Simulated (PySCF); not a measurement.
Species: C5H6NPS.
Numbering: `[CH3:1][S:2][c:3]1[cH:4][n:5][cH:6][p:7][cH:8]1` (hydrogens: H9, H10, H11 on C1; H12 on C4; H13 on C6; H14 on C8)

The same species was optimised twice, with GFN2-xTB and with PBE0-D3(BJ)/def2-SVP (PySCF), and the same property calculations (PySCF, gas phase) were run on both structures.

```json
{"coordinate": "C1–S2 (Å)", "GFN2-xTB": "1.816", "PBE0-D3(BJ)/def2-SVP": "1.799", "change": "-0.017"}
{"coordinate": "N5–C6 (Å)", "GFN2-xTB": "1.309", "PBE0-D3(BJ)/def2-SVP": "1.324", "change": "+0.015"}
{"coordinate": "C3–C4 (Å)", "GFN2-xTB": "1.395", "PBE0-D3(BJ)/def2-SVP": "1.407", "change": "+0.012"}
{"coordinate": "C3–C8 (Å)", "GFN2-xTB": "1.388", "PBE0-D3(BJ)/def2-SVP": "1.399", "change": "+0.011"}
{"coordinate": "C4–N5 (Å)", "GFN2-xTB": "1.316", "PBE0-D3(BJ)/def2-SVP": "1.327", "change": "+0.011"}
{"coordinate": "S2–C3 (Å)", "GFN2-xTB": "1.765", "PBE0-D3(BJ)/def2-SVP": "1.760", "change": "-0.005"}
{"coordinate": "C6–P7 (Å)", "GFN2-xTB": "1.748", "PBE0-D3(BJ)/def2-SVP": "1.747", "change": "-0.001"}
{"coordinate": "P7–C8 (Å)", "GFN2-xTB": "1.731", "PBE0-D3(BJ)/def2-SVP": "1.731", "change": "0.000"}
{"coordinate": "C4–N5–C6 (°)", "GFN2-xTB": "123.0", "PBE0-D3(BJ)/def2-SVP": "122.1", "change": "-0.9"}
{"coordinate": "C4–C3–C8 (°)", "GFN2-xTB": "121.5", "PBE0-D3(BJ)/def2-SVP": "120.7", "change": "-0.8"}
{"coordinate": "C3–C4–N5 (°)", "GFN2-xTB": "124.9", "PBE0-D3(BJ)/def2-SVP": "125.6", "change": "+0.7"}
{"coordinate": "C1–S2–C3 (°)", "GFN2-xTB": "104.9", "PBE0-D3(BJ)/def2-SVP": "104.2", "change": "-0.7"}
{"coordinate": "S2–C3–C8 (°)", "GFN2-xTB": "115.4", "PBE0-D3(BJ)/def2-SVP": "115.9", "change": "+0.5"}
{"coordinate": "C6–P7–C8 (°)", "GFN2-xTB": "98.0", "PBE0-D3(BJ)/def2-SVP": "98.4", "change": "+0.4"}
{"coordinate": "S2–C3–C4 (°)", "GFN2-xTB": "123.1", "PBE0-D3(BJ)/def2-SVP": "123.4", "change": "+0.3"}
{"coordinate": "C3–C8–P7 (°)", "GFN2-xTB": "124.7", "PBE0-D3(BJ)/def2-SVP": "125.1", "change": "+0.4"}
{"coordinate": "C1–S2–C3–C4 (°)", "GFN2-xTB": "0", "PBE0-D3(BJ)/def2-SVP": "1", "change": "+1"}
```

Rotational constants: A = 3493, B = 931.9, C = 739.1 MHz (GFN2-xTB) against A = 3462, B = 929.9, C = 736.5 MHz (PBE0-D3(BJ)/def2-SVP). Point groups within 0.08 Å: Cs and Cs.

On the GFN2-xTB structure: lowest singlet, TDDFT (eV) 3.67 [PBE0/def2-SVPD]; lowest triplet, Tamm–Dancoff (eV) 3.04 [PBE0/def2-SVPD]; isotropic polarisability (au) 113.2 [PBE0/def2-SVPD]; HOMO (eV) -6.62 [PBE0/def2-SVPD]; LUMO (eV) -1.89 [PBE0/def2-SVPD]; dipole (D) 2.16 [PBE0/def2-SVPD]; HOMO (eV) -6.64 [PBE0/pcSseg-1]; LUMO (eV) -1.91 [PBE0/pcSseg-1]; dipole (D) 2.16 [PBE0/pcSseg-1]; GIAO shielding of C1 (ppm) 168.7 [PBE0/pcSseg-1]; GIAO shielding of S2 (ppm) 486.4 [PBE0/pcSseg-1]; GIAO shielding of C3 (ppm) 42.4 [PBE0/pcSseg-1]; GIAO shielding of C4 (ppm) 43.0 [PBE0/pcSseg-1]; GIAO shielding of N5 (ppm) -110.0 [PBE0/pcSseg-1]; GIAO shielding of C6 (ppm) 4.4 [PBE0/pcSseg-1]; GIAO shielding of P7 (ppm) 110.0 [PBE0/pcSseg-1]; GIAO shielding of C8 (ppm) 18.2 [PBE0/pcSseg-1].

Task: What do these properties become on the PBE0-D3(BJ)/def2-SVP structure?

Result: 
```csv
property,level,on GFN2-xTB,on PBE0-D3(BJ)/def2-SVP,change
"lowest singlet, TDDFT (eV)",PBE0/def2-SVPD,3.67,3.73,+0.06
"lowest triplet, Tamm–Dancoff (eV)",PBE0/def2-SVPD,3.04,3.04,0.00
isotropic polarisability (au),PBE0/def2-SVPD,113.2,114.1,+0.9
HOMO (eV),PBE0/def2-SVPD,-6.62,-6.63,-0.01
LUMO (eV),PBE0/def2-SVPD,-1.89,-1.89,0.00
dipole (D),PBE0/def2-SVPD,2.16,2.21,+0.05
"energy, GFN2-xTB geometry as zero (kcal/mol)",PBE0/def2-SVPD,0.0,-0.9,-0.9
HOMO (eV),PBE0/pcSseg-1,-6.64,-6.65,-0.01
LUMO (eV),PBE0/pcSseg-1,-1.91,-1.90,+0.01
dipole (D),PBE0/pcSseg-1,2.16,2.20,+0.04
"energy, GFN2-xTB geometry as zero (kcal/mol)",PBE0/pcSseg-1,0.0,-0.5,-0.5
GIAO shielding of C1 (ppm),PBE0/pcSseg-1,168.7,167.8,-0.9
GIAO shielding of S2 (ppm),PBE0/pcSseg-1,486.4,489.9,+3.5
GIAO shielding of C3 (ppm),PBE0/pcSseg-1,42.4,40.2,-2.2
GIAO shielding of C4 (ppm),PBE0/pcSseg-1,43.0,39.4,-3.6
GIAO shielding of N5 (ppm),PBE0/pcSseg-1,-110.0,-116.0,-6.0
GIAO shielding of C6 (ppm),PBE0/pcSseg-1,4.4,1.8,-2.6
GIAO shielding of P7 (ppm),PBE0/pcSseg-1,110.0,111.2,+1.2
GIAO shielding of C8 (ppm),PBE0/pcSseg-1,18.2,16.8,-1.4
```

The heavy atoms differ by 0.013 Å rms after alignment. Among bonds between heavy atoms C1–S2 changes most (-0.017 Å). Changes are differences of the printed values. Neither structure is proved a minimum here.

Shape of the structure used: `[CH3:1][S:2][c:3]1[cH:4][n:5][cH:6][p:7][cH:8]1`: C1–S2–C3–C4 1°.
